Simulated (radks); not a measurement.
Problem. Species: Tc+. Configuration: [Kr] 4d5 5s1. Calculated with a radial shooting solver on a logarithmic mesh with Libxc functionals: scalar-relativistic Kohn-Sham, r2SCAN, spin-unpolarised, spherical densities, finite nucleus; meta-GGA in the generalised Kohn-Sham scheme; Fermi nuclear charge, rms radius 4.4112 fm; hard spherical wall at 2.5 bohr. Some entries of the table are withheld. Estimate them.

orbital  occ.  eigenvalue (Ry)  <r^2> (bohr^2)
1s          2        -1535.463        0.001587
2s          2        -218.6311             (1)
2p          6        -195.3045         0.02078
3s          2        -37.32520          0.1973
3p          6        -29.59960          0.2019
3d         10        -17.12250          0.1929
4s          2              (2)           1.284
4p          6         -2.49349           1.494
4d          5          0.68849           1.884
5s          1          3.35065           2.656
4f          0          3.96618           2.264
5p          0          4.76509           2.609
6s          0         14.44132           2.511

Solution. 
(1) 2s <r^2> (bohr^2): 0.02636
(2) 4s eigenvalue (Ry): -4.58664
